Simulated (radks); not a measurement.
Task: The table gives one normalised radial function P(r) = r R(r) (large component) of Xe2+ in [Kr] 4d10 5s2 5p4 (r in bohr). Calculated with a radial shooting solver on a logarithmic mesh with Libxc functionals: Dirac Kohn-Sham, LDA (Slater exchange, Perdew-Wang correlation), spin-unpolarised, spherical densities, finite nucleus; open shells fill j = l - 1/2 first; Fermi nuclear charge, rms radius 4.7859 fm.

r	P
0.002866	0.0069
0.00438	0.0152
0.006693	0.0328
0.01023	0.0683
0.01563	0.1351
0.02388	0.2462
0.03649	0.3927
0.05576	0.4961
0.0852	0.3729
0.1302	-0.1266
0.1989	-0.6913
0.304	-0.4680
0.4645	0.6742
0.7098	1.3153
1.085	0.7843
1.657	0.1797
2.533	0.0129
3.87	0.0002
5.914	0.0000

Which n and l does it have? It may be an empty orbital.

Result: n = 4, l = 1: the number of nodes gives n - l - 1 = 2, the rise at small r points to l (this Dirac orbital starts outside the nucleus as r^gamma with gamma = sqrt((l + 1)^2 - (Z/c)^2) = 1.96; the j = 3/2 orbital of l + 1 starts with the same power, but with a smaller coefficient, and then steepens), and the extent must fit the shell. The curve is that of 4p3/2; the two j differ most near the nucleus, where j = l - 1/2 has the larger amplitude, and in heavy atoms j = l - 1/2 is also the more compact. 4p3/2: eigenvalue -158.25 eV, 2 radial nodes at r = 0.120, 0.369 bohr, <r> = 0.774 bohr, 90 % of the charge inside 1.13 bohr.
